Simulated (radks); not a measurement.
Problem. Species: Cd XLI. Configuration: [He] 2s2 2p4 (the NIST ground configuration). All-electron calculation, Dirac Kohn-Sham, BLYP, spin-unpolarised, spherical densities, finite nucleus; open shells fill j = l - 1/2 first; Fermi nuclear charge, rms radius 4.6087 fm. Program: a radial shooting solver on a logarithmic mesh with Libxc functionals. Some entries of the table are withheld. Estimate them.

| orbital | occ. | eigenvalue (hartree) | r(max) (bohr) | <1/r> (bohr^-1) |
|---|---|---|---|---|
| 1s1/2 | 2 | (1) | 0.01966 | 50.71 |
| 2s1/2 | 2 | (2) | (3) | 12.14 |
| 2p1/2 | 2 | -233.7456 | (4) | (5) |
| 2p3/2 | 2 | -226.0368 | (6) | (7) |

Solution. 
(1) 1s1/2 eigenvalue (hartree): -1082.872
(2) 2s1/2 eigenvalue (hartree): -241.0698
(3) 2s1/2 r(max) (bohr): 0.1092
(4) 2p1/2 r(max) (bohr): 0.08380
(5) 2p1/2 <1/r> (bohr^-1): 12.07
(6) 2p3/2 r(max) (bohr): 0.08792
(7) 2p3/2 <1/r> (bohr^-1): 11.33
